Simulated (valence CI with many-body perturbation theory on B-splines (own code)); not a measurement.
# Yb XXI: calculated level list

Method: valence CI with perturbative core correlation (CI+MBPT): four valence electrons over a frozen Dirac-Fock core [Kr] 4d10, a basis of 7 s, 7 p, 7 d, 7 f, 4 g, 2 h functions for each j, with the one-electron correlation potential Σ1, the two-electron term Σ2, the three-electron term Σ3, Breit, model QED; selected CI, second order for the rest, scaled by the run's own slope (own B-spline code, finite nucleus).

No measured spectrum was set against this ion. As an estimate, terms of the open shell hold to a few per cent of their energy, and close levels can change places.

Levels 46 to 90 of 197, with energies above the lowest level, 4f4 5I_4. "Leading %" is the weight of the configuration and term that name the level; weights of strongly mixed levels are sums over their largest components and can fall short. Lifetimes count E1, E2, E3, M1 and M2 decay at the calculated energies, and are blank where another channel may lead or the interval is too uncertain; long ones can be off by a factor of two.

```tsv
No.	Configuration	Term	J	E (cm⁻¹)	Leading %	Lifetime	Second component
46	4f4	3G	5	80600	55	5.03 ms	15 % 4f4 3I
47	4f4	5D	2	81883	43	6.42 ms	28 % 4f4 3F
48	4f4	3F	4	82290	34	23.2 ms	29 % 4f4 5D
49	4f4	5D	3	84511	54	11.8 ms	36 % 4f4 3F
50	4f4	3F	3	87178	67	4.52 ms	17 % 4f4 5D
51	4f4	3H	4	87988	36	5.68 ms	32 % 4f4 5D
52	4f4	1L	8	88451	45	3.23 ms	22 % 4f4 3K
53	4f4	1I	6	89107	44	6.21 ms	35 % 4f4 3H
54	4f4	1G	4	92858	48	4.77 ms	25 % 4f4 3F
55	4f4	3H	5	93060	78	11.7 ms	14 % 4f4 3G
56	4f4	3G	5	96951	43	3.12 ms	33 % 4f4 1H
57	4f4	1D	2	98035	55	3.14 ms	27 % 4f4 3D
58	4f4	1K	7	98804	75	5.41 ms	19 % 4f4 3I
59	4f4	3F	4	98932	64	4.36 ms	24 % 4f4 3G
60	4f4	3G	3	100910	70	7.21 ms	23 % 4f4 3F
61	4f4	3H	6	102740	52	9.70 ms	23 % 4f4 1I
62	4f4	3H	4	103780	33	5.69 ms	20 % 4f4 3G
63	4f4	3K	6	104380	44	8.76 ms	27 % 4f4 1I
64	4f4	1D	2	104900	59	3.06 ms	27 % 4f4 3F
65	4f4	3H	4	106570	61	4.21 ms	18 % 4f4 3G
66	4f4	1N	10	108980	93	6.97 ms	7 % 4f4 3M
67	4f4	3F	2	109080	81	5.98 ms	14 % 4f4 1D
68	4f4	3K	8	109360	64	18.2 ms	36 % 4f4 1L
69	4f4	3K	7	110300	83	17.8 ms	13 % 4f4 3I
70	4f4	3F	4	110560	37	4.43 ms	22 % 4f4 3G
71	4f4	3H	5	110780	33	3.98 ms	27 % 4f4 3G
72	4f4	3H	5	112530	49	3.18 ms	32 % 4f4 3G
73	4f4	3P	0	113310	74	1.97 ms	14 % 4f4 5D
74	4f4	3F	3	113680	71	5.58 ms	23 % 4f4 3G
75	4f4	3H	6	115900	66	3.12 ms	21 % 4f4 3K
76	4f4	3P	1	124470	89	2.01 ms	6 % 4f4 5D
77	4f4	1G	4	125090	46	4.72 ms	19 % 4f4 3F
78	4f4	1L	8	125350	63	5.62 ms	36 % 4f4 3K
79	4f4	3I	5	126630	67	5.22 ms	26 % 4f4 3H
80	4f4	3I	6	127040	67	9.62 ms	27 % 4f4 1I
81	4f4	3G	3	130770	79	3.25 ms	8 % 4f4 1F
82	4f4	3I	7	132210	87	6.14 ms	11 % 4f4 3K
83	4f4	3G	4	133080	57	2.68 ms	18 % 4f4 1G
84	4f4	3P	2	135210	74	3.55 ms	18 % 4f4 3D
85	4f4	3G	5	135280	90	4.02 ms	6 % 4f4 3H
86	4f4	1F	3	139210	38	4.10 ms	35 % 4f4 3D
87	4f4	1D	2	141760	52	2.71 ms	32 % 4f4 3D
88	4f4	1I	6	142330	64	2.76 ms	17 % 4f4 3H
89	4f4	1G	4	146120	71	2.33 ms	18 % 4f4 3G
90	4f4	3D	3	152550	51	4.10 ms	46 % 4f4 1F
```

Names give the largest LS component (configuration and term), which can be under half, so a name can repeat, a term be missing and a line seem to break the LS rules; names also repeat where a configuration has a term twice.

Where two levels of one J and parity lie close, their mixing, g and order are uncertain.
